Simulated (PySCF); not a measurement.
**Radial density of C(3+) (carbon, charge +3)**

UHF, [He] 2s1, 2S determinant. All numbers are calculated (PySCF 2.14, no relativity, point nucleus, in dyall-acv3z).

| r (bohr) | 4πr²ρ (e/bohr) | 4πr²(ρα − ρβ) |
| --- | --- | --- |
| 0.00362 | 0.01996 | 0.0008 |
| 0.00608 | 0.05484 | 0.0021 |
| 0.0102 | 0.1476 | 0.0058 |
| 0.0172 | 0.3843 | 0.0150 |
| 0.0289 | 0.9448 | 0.0368 |
| 0.0487 | 2.113 | 0.0813 |
| 0.0819 | 4.038 | 0.1495 |
| 0.138 | 5.935 | 0.1934 |
| 0.232 | 5.656 | 0.1079 |
| 0.390 | 2.667 | -0.0059 |
| 0.655 | 0.7992 | 0.3920 |
| 1.10 | 0.8855 | 0.8764 |
| 1.85 | 0.3219 | 0.3219 |
| 3.12 | 0.01142 | 0.0114 |

(1) Where is the radial spin density 4πr²(ρα − ρβ) most negative, and why is it negative at all?

Results:

(1) Around r = 0.390 bohr, down to -0.0059 e/bohr: exchange with the open shell polarises the paired shells in an unrestricted calculation.
